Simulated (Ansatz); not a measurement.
The same path of CH$_{4}$AlFS (8 atoms, charge 0, multiplicity 1) was run twice with different band settings. Lost on the way: F1–Al4. The coordinate that changes most is the dihedral C2–S3–Al4–H8.

These are results of Ansatz 0.2.0, RKS B3LYP-D4/STO-3G, not measurements.

Relaxed end points:

```xyz
8
Properties=species:S:1:pos:R:3
F 0.861 -0.110 0.584
C 0.156 1.167 0.288
S -1.292 0.660 -0.680
Al -0.265 -1.257 -0.396
H 0.908 1.803 -0.239
H -0.052 1.634 1.282
H 0.604 -1.748 -1.514
H -0.828 -2.205 0.619
```

```xyz
8
Properties=species:S:1:pos:R:3
F 1.351 0.376 1.187
C 0.341 1.148 0.573
S 0.020 0.642 -1.177
Al -0.444 -1.389 -0.854
H 0.645 2.223 0.558
H -0.593 1.080 1.188
H -0.687 -2.219 -2.077
H -0.541 -1.919 0.545
```

Common settings: movable images 7; climbing image yes; spring 5.0 eV/Å²; optimiser quadratic models (default); start path IDPP; force threshold 0.03 eV/Å; iteration limit 60.

| run | end points |
| --- | --- |
| 1 | relaxed |
| 2 | as typed, not relaxed |

What does each run give, and how far can it be trusted?

Run 1: converged after 8 iterations, highest image 0.923 eV above the first end. A vibrational analysis at the climbing image gives one clearly imaginary mode, 154i cm⁻¹: a first-order saddle point.
Run 2: not converged after 60 iterations, highest image 0.130 eV above the first end. The band didn't meet its force threshold, so its energies are provisional: the largest band force was still 1.24 eV/Å, and over the last iterations the top stayed at 0.13 eV. The end points aren't both relaxed to the band's threshold either. Inner images lie below an end point, which means an intermediate or an end that isn't the lowest structure nearby.
The orbitals stay closed-shell, which can raise the energy where a bond breaks towards radicals; this wasn't checked here. Limits of this set-up: minimal basis.
